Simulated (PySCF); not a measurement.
# Structure from 2D NMR

Compound of formula C₈H₇F. Correlations simulated from computed shifts and couplings:

HSQC (one-bond C–H):
```csv
δH,δC,"$^{1}J$(C,H) (Hz)"
7.53,133.3,166
7.10,120.6,170
6.58,143.4,160
6.08,118.2,163
5.52,118.2,173
```

COSY cross peaks (|J| ≥ 2 Hz):
```csv
δH,δH,abs. J (Hz),bonds
7.53,7.10,9.7,3
6.58,6.08,19.0,3
6.58,5.52,12.4,3
```

HMBC (two and three bonds, |J| ≥ 2.5 Hz):
```csv
δH,δC [abs. J in Hz]
7.53,"170.2 [11.2], 143.4 [5.3], 133.3 [8.2]"
7.10,"170.2 [4.5], 136.4 [7.8], 120.6 [4.6]"
6.58,"136.4 [3.2], 133.3 [5.8]"
6.08,136.4 [6.8]
5.52,136.4 [12.3]
```

Carbons without hydrogens: δ 170.2, 136.4.

No solvent, non-relativistic, rapidly exchanging positions averaged, one conformer. Coordinates at the PBE0-D3(BJ)/def2-SVP level; shielding tensors at PBE0/pcSseg-1 (GIAO); spin–spin couplings from B3LYP/pcJ-1 (spin–dipole term only in couplings to heteroatoms); PySCF.

δ = σ(ref) − σ, references computed at the same level: $^{1}$H (σ = 31.27 ppm), $^{13}$C (σ = 184.41 ppm) against TMS.

Exchangeable hydrogens are left out of these lists, and C,H couplings along chains are those of one rotamer, so weak HMBC peaks may be missing or extra.

Q: Assemble the structure.

A: SMILES C=Cc1ccc(F)cc1.

Atom-mapped SMILES (the numbers label the heavy atoms): `[CH2:1]=[CH:2][c:3]1[cH:4][cH:5][c:6]([F:7])[cH:8][cH:9]1`. Each H is labelled by its parent atom. Ha(C1) is cis to C3; Hb(C1) is trans to C3.

- δC 170.2 is C6, an aromatic carbon bearing fluorine.
- δC 143.4 is C2, an alkene CH (δH 6.58).
- δC 136.4 is C3, a substituted aromatic carbon.
- δC 133.3 is C4/C9, an aromatic CH (δH 7.53).
- δC 120.6 is C5/C8, an aromatic CH (δH 7.10).
- δC 118.2 is C1, a terminal =CH2 carbon (δH 5.52, 6.08).
- HMBC from δH 7.53 reaches the proton-free carbon C6.
- HMBC from δH 7.10 reaches the proton-free carbons C6, C3.
- HMBC from δH 6.58 reaches the proton-free carbon C3.
- HMBC from δH 6.08 reaches the proton-free carbon C3.
- COSY links 7.53–7.10, 6.58–6.08, 6.58–5.52.

This is the structure that produced the data.

Common functionals overestimate the size of one-bond C–F couplings by tens of Hz; these are unscaled. Unscaled 3J(H,H) at this level run about 10 % above measured values. Shifts are as computed. Against solution values, carbons near 30 ppm lie about +2 ppm off and those near 130 ppm about +5 ppm. Of 1211 compounds with measured shifts, 218 miss one by over three times the rms of a fit or turn the order of signals round; such compounds aren't used in these exercises.
